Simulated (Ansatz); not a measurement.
Start from `CC(N)C=O` and change one atom or group to get `CC(N)N[SiH3]`.

Ansatz, PBE0-D4/def2-TZVP geometries, multiplicity 1. Each molecule was computed in one conformer, which needn't be the lowest.

```
                                          property  `CC(N)C=O`
size of the dipole moment (ωB97M-V/def2-TZVPP) / D        3.03
               HOMO–LUMO gap (PBE/def2-TZVPP) / eV        3.77
              HOMO–LUMO gap (PBE0/def2-TZVPP) / eV        6.50
               LUMO energy (B3LYP/def2-TZVPP) / eV       -0.99
           HOMO–LUMO gap (ωB97M-V/def2-TZVPP) / eV       11.17
                HOMO energy (PBE0/def2-TZVPP) / eV       -7.20
```

**Question.** Give the same properties after the change, and the shifts. (Estimate.)

**Answer.** The calculation gave: 
| property | `CC(N)N[SiH3]` | shift |
| --- | --- | --- |
| size of the dipole moment (ωB97M-V/def2-TZVPP) / D | 1.40 | -1.63 |
| HOMO–LUMO gap (PBE/def2-TZVPP) / eV | 4.94 | 1.17 |
| HOMO–LUMO gap (PBE0/def2-TZVPP) / eV | 7.15 | 0.65 |
| LUMO energy (B3LYP/def2-TZVPP) / eV | 0.20 | 1.19 |
| HOMO–LUMO gap (ωB97M-V/def2-TZVPP) / eV | 11.03 | -0.14 |
| HOMO energy (PBE0/def2-TZVPP) / eV | -6.70 | 0.50 |

With PBE0 the HOMO rises by 0.50 eV and the LUMO rises by 1.15 eV, so the gap widens by about 0.65 eV. PBE moves the HOMO by 0.36 eV and ωB97M-V by 0.54 eV. Dipoles are sizes alone; their direction can turn.

B3LYP here is the variant with VWN-RPA as its local correlation; programs differ in this.
